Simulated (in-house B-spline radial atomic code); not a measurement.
# RPA and G0W0 on PBEsol: the calcium ion Ca²⁺

Configuration [Ne] 3s2 3p6, mean-field start PBEsol. Computed with an all-electron radial atomic-structure program (B-spline basis): all electrons, non-relativistic, point nucleus, each spin shell either full or empty, empty states to l = 9 with an (l + 1/2)⁻⁴ tail; G0W0 by contour deformation at full frequency.

Command:
```bash
python run_gw.py task.json out
```
Settings (radii: box in bohr, nucleus in fm):
```
Z                        20
electrons                18
configuration            [Ne] 3s2 3p6
hamiltonian              nr
method                   pbesol
lmax                     9
spin_polarised           False
box_radius               17.55
intervals                50
```

Run time, properties included: 1.6 s on 1 thread of Arm Neoverse N1, with other jobs on the host.

Energies (hartree):

```tsv
term	value
mean-field total	-675.84253
Hartree-Fock functional on these orbitals	-676.14188
direct second order	-1.3509
second-order exchange	0.45366
SOSEX correction	0.40847
```

(1) What is the RPA correlation energy, and what remains with SOSEX?

Quasi-particle levels (eV):

| level | occupied | mean field | Σx - vxc | Σc | QP weight | G0W0 |
| --- | --- | --- | --- | --- | --- | --- |
| 3p | yes | -42.98 | -7.98 | ? | ? | ? |
| 3d | no | -15.991 | 8.15 | -2.44 | 0.954 | -10.283 |

G0W0 = mean field + (Σx - vxc) + Σc, with Σc (partial-wave tail included) taken at the quasi-particle energy. Only the outer levels were computed. Levels of low weight are left out.

(2) Where does G0W0 put 3p?

Results:

(1) RPA gives -1.1594 hartree (-1.75 eV per electron); RPA + SOSEX gives -0.7509, and the second-order doubles -0.89728 hartree (no singles). SOSEX takes back 35 % of the RPA value.

(2) At -50.86 eV, with Σc = 0.11 eV and a quasi-particle weight of 0.921. The tabulated removal energy is 50.913 eV (NIST, measured); the calculation leaves out relativity, Breit and QED terms, and what these don't explain is the method's own error.
